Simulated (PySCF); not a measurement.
## Vibration and rotation of ZnH⁺

RHF-CCSD(T) constants of ZnH⁺, ¹Σ⁺ (singlet), closed shell (PySCF, no relativity, basis sets Zn 6-31G(d,p), H 6-31G(d,p); masses 63.9291 and 1.0078 u):

* ωe: 1845.7 cm⁻¹
* ωexe: 30.0 cm⁻¹
* Be: 7.2244 cm⁻¹
* αe: 0.193 cm⁻¹
* D (centrifugal): 0.000443 cm⁻¹
* De to Zn⁺ + H: 2.24 eV

Give the vibrational terms G(v) and spacings up to v = 6.

G(v) = ωe(v+½) − ωexe(v+½)².

| v | G(v) (cm⁻¹) | G(v) − G(v−1) | Bv (cm⁻¹) |
| --- | --- | --- | --- |
| 0 | 915 |  | 7.128 |
| 1 | 2701 | 1786 | 6.935 |
| 2 | 4427 | 1726 | 6.742 |
| 3 | 6092 | 1666 | 6.549 |
| 4 | 7698 | 1606 | 6.356 |
| 5 | 9244 | 1546 | 6.163 |
| 6 | 10730 | 1486 | 5.970 |

How well does the Morse estimate ωe²/(4ωexe) reproduce De, and what is D0?

It gives 3.52 eV, 157 % of the computed De. D0 = De − G(0) = 2.24 − 0.11 = 2.13 eV.

Correlated steps freeze 5 core orbitals. Correlated levels converge slowly with the basis: in double zeta they bind strong bonds too weakly, by up to about 1 eV, and carry superposition errors of some tenths. For an ion De counts to the pair picked by the measured ionisation energies or electron affinities, which need not be the lowest pair at this level. Where the molecule has an RHF reference, its open-shell atoms are computed with UHF.
